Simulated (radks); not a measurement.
Q: Species: Tb XXXIII. Configuration: [Ar] 3d10 4s2 4p3. Method: scalar-relativistic Kohn-Sham, PBE, spin-polarised, spherical densities, finite nucleus; open shells are filled with parallel spins first (spin-orbit coupling, left out, can overturn this in heavy ions); Fermi nuclear charge, rms radius 5.06 fm; computed with a radial shooting solver on a logarithmic mesh with Libxc functionals. Some entries of the table are withheld. Estimate them.

orbital,occ.,eigenvalue (eV),r(max) (bohr),<1/r> (bohr^-1)
1s up,1,-53096.12,0.01364,73.09
1s down,1,-53093.83,0.01364,73.09
2s up,1,-9826.030,0.07745,16.99
2s down,1,-9824.782,0.07746,16.99
2p up,3,-8872.374,0.06275,15.82
2p down,3,-8870.374,0.06276,15.82
3s up,1,-3082.231,0.2183,6.327
3s down,1,-3080.016,0.2183,6.328
3p up,3,-2787.453,0.2139,5.950
3p down,3,-2784.933,0.2140,5.952
3d up,5,-2411.597,(1),(2)
3d down,5,-2409.224,(3),(4)
4s up,1,-1411.004,0.4735,3.010
4s down,1,-1398.589,0.4727,3.012
4p up,3,-1301.094,0.4849,2.848
4p down,0,-1288.774,0.4842,2.849

A: 
(1) 3d up r(max) (bohr): 0.1742
(2) 3d up <1/r> (bohr^-1): 5.652
(3) 3d down r(max) (bohr): 0.1742
(4) 3d down <1/r> (bohr^-1): 5.654
